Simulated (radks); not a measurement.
Species: Sc. Configuration: [Ar] 3d1 4s2.

Method: scalar-relativistic Kohn-Sham, LDA (Slater exchange, Perdew-Wang correlation), spin-unpolarised, spherical densities, finite nucleus; Fermi nuclear charge, rms radius 3.5459 fm; hard spherical wall at 2.5 bohr; computed with a radial shooting solver on a logarithmic mesh with Libxc functionals.

Energy parts (hartree):
total: -757.49183
kinetic: 782.91480
electron-nucleus: -1843.33678
Hartree: 341.42469
exchange-correlation: -38.49455

Orbitals (lengths in bohr, moments of r in powers of bohr):
| orbital | occ. | eigenvalue (hartree) | <r^4> |
|---|---|---|---|
| 1s | 2 | -159.7920 | 0.0001337 |
| 2s | 2 | -16.13912 | 0.03544 |
| 2p | 6 | -13.00441 | 0.02918 |
| 3s | 2 | -1.08874 | 2.551 |
| 3p | 6 | -0.30466 | 3.090 |
| 3d | 1 | 0.92601 | 3.872 |
| 4s | 2 | 2.23701 | 8.940 |
| 4p | 0 | 2.71454 | 8.690 |
| 4d | 0 | 3.37898 | 7.705 |
| 5s | 0 | 7.29433 | 9.021 |

The highest occupied level is 4s at 60.872 eV. The electron density at the nucleus is 7298 e/bohr^3 (large components only). Summed over all electrons, <r^2> = 19.15 bohr^2, which gives a Langevin (diamagnetic) susceptibility term of -15.2 x 10^-6 cm^3/mol. The pressure on the wall is 3010 GPa. The density falls to 0.001 e/bohr^3 at r = 2.43 bohr.
